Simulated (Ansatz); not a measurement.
C3H6F2Si (`FC1(F)CC[SiH2]1`), relaxed with RKS PBE0-D4/def2-TZVP in Ansatz 0.2.0 from a PBE-D4/def2-SVP geometry. The force threshold is 0.005 eV/Å; the program also tests the step.

Charge 0, multiplicity 1.

Start:

```xyz
12

F    -1.092    1.510   -1.478
C    -0.200    1.006   -0.579
F     0.595    2.053   -0.155
C    -0.844    0.295    0.631
C     0.236   -0.795    0.908
Si    0.841   -0.617   -0.902
H    -1.794   -0.163    0.289
H    -1.072    0.986    1.470
H     1.008   -0.432    1.616
H    -0.146   -1.767    1.269
H     0.160   -1.552   -1.862
H     2.310   -0.523   -1.207
```

**Question.** How much energy does the relaxation release, and in how many steps? (Best estimate.)

**Answer.** Computed: 4.66 kJ/mol, in 5 steps.

**Question.** Which bonds change most? (Estimate.)

**Answer.** Ansatz gave: C2–Si6 from 1.955 to 1.928 Å; C5–Si6 from 1.916 to 1.891 Å; Si6–H12 from 1.504 to 1.485 Å; Si6–H11 from 1.504 to 1.486 Å.

**Question.** Give the relaxed structure. (Best estimate.)

**Answer.** The calculation gave: 
```xyz
12

F    -1.075    1.508   -1.466
C    -0.194    0.991   -0.578
F     0.590    2.032   -0.154
C    -0.838    0.292    0.623
C     0.240   -0.789    0.903
Si    0.830   -0.614   -0.885
H    -1.769   -0.169    0.285
H    -1.061    0.971    1.449
H     0.991   -0.431    1.610
H    -0.143   -1.745    1.252
H     0.153   -1.538   -1.832
H     2.276   -0.507   -1.204
```
